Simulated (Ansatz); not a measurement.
Results of the Gaussian-basis code of Ansatz.

AlH₄NSeSi, SMILES `[SeH][SiH]1[NH][AlH]1` at its PBE0-D4/def2-TZVP geometry, where that method's forces vanish. Total charge 0; spin multiplicity 1.

```csv
atom,x (Å),y (Å),z (Å)
Se1,2.2037,-1.1179,-0.1925
Si2,0.3017,0.1057,-0.5500
N3,-1.0480,-0.1602,0.5373
Al4,-0.6841,1.5274,0.9633
H5,2.0681,-1.8859,-1.4368
H6,0.0126,-0.0842,-1.9989
H7,-1.6124,-0.9823,0.6963
H8,-1.2415,2.5973,1.9813
```

(1) For each bond, give half the difference of the two atoms' forces along it (eV/Å; positive pushes the atoms apart) under PBE-D4, r2SCAN-D4, B3LYP-D4, ωB97M-V in def2-TZVPP. (Best estimate.)

## Answers

(1) The calculation gave: 
| bond | length (Å) | PBE-D4 | r2SCAN-D4 | B3LYP-D4 | ωB97M-V |
| --- | --- | --- | --- | --- | --- |
| Se1–Si2 | 2.290 | 0.05 | 0.03 | 0.16 | 0.01 |
| Se1–H5 | 1.468 | 0.27 | -0.02 | 0.04 | -0.12 |
| Si2–N3 | 1.753 | 0.26 | 0.08 | 0.08 | 0.07 |
| Si2–Al4 | 2.298 | 0.20 | 0.08 | 0.13 | 0.09 |
| Si2–H6 | 1.490 | 0.01 | -0.04 | -0.15 | -0.14 |
| N3–Al4 | 1.778 | 0.19 | 0.03 | 0.10 | 0.07 |
| N3–H7 | 1.010 | 0.13 | 0.03 | -0.03 | -0.06 |
| Al4–H8 | 1.578 | -0.05 | -0.05 | -0.14 | -0.16 |

B3LYP here is the variant with VWN-RPA as its local correlation; programs differ in this.
